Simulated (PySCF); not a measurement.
# Electron correlation in Al (aluminium, neutral)

[Ne] 3s2 3p1, 2P determinant. Computed with PySCF 2.14 in cc-pVDZ-DK (4s3p1d, 18 functions), with the spin-free X2C one-electron Hamiltonian (Gaussian nucleus). Frozen: [Ne]; 3 electrons correlated.

MP2 pair energies summed by pair of shells (mhartree):

```tsv
pair	energy	share (%)
3s-3s	-18.29	59.9
3s-3p	-12.26	40.1
```

Total MP2 correlation energy: -30.55 mhartree.

Same-spin part -2.11 and opposite-spin part -28.44 mhartree; SCS-MP2 scales them by 1/3 and 6/5 to -34.83 mhartree.

| level | correlation energy (mhartree) |
| --- | --- |
| CCSD | -47.01 |
| (T) | -0.68 |
| CCSD(T) | -47.69 |

Diagnostics: T1 = 0.014, D1 = 0.0334, largest double amplitude 0.106.

Q: Is a single reference adequate?

A: Mostly. T1 lies below 0.03, but a double amplitude of this size points to a near-degeneracy that CCSD handles and MP2 describes poorly.
